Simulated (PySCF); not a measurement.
Vertical excitations of a molecule CH7ClN2Si from TDDFT-PBE/def2-SVPD (PySCF), as energy in eV (oscillator strength): 4.95 (0.001), 5.30 (0.027), 5.71 (0.043), 6.02 (0.014), 6.26 (0.042), 6.46 (0.016), 6.68 (0.031), 6.86 (0.005), 6.90 (0.031), 6.97 (0.021). Lowest triplet (TDA): 4.84 eV. Geometry optimised at PBE0-D3(BJ)/def2-SVP. Other conformers were not sampled.

Question: Identify the compound among the candidates.
(A) C[Si](N)(N)Cl
(B) NC[Si@@H](N)Cl
(C) CN[Si@H](N)Cl

Answer: B, NC[Si@@H](N)Cl
